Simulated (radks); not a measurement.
Values are calculated unless marked as measured or tabulated.
Level of theory: scalar-relativistic Kohn-Sham, PBE, spin-polarised, spherical densities, finite nucleus; open shells are filled with parallel spins first; Fermi nuclear charge, rms radius of each element as measured or else 0.836 A^(1/3) + 0.57 fm (a radial shooting solver on a logarithmic mesh with Libxc functionals). Response by self-consistent Sternheimer equations with the Hartree and adiabatic LDA kernel, the relativistic mass of each level held fixed and spin-orbit coupling left out. For heavy and open-shell atoms this level of theory can miss by tens of per cent. Rank As+, As4+, As, As6+, As5+, As2+, As3+ (NIST ground configurations) by static dipole polarisability, largest first.

Answer. As 33.50, As+ 16.65, As2+ 10.01, As3+ 6.623, As4+ 3.941, As5+ 0.5668, As6+ 0.4143 bohr^3.
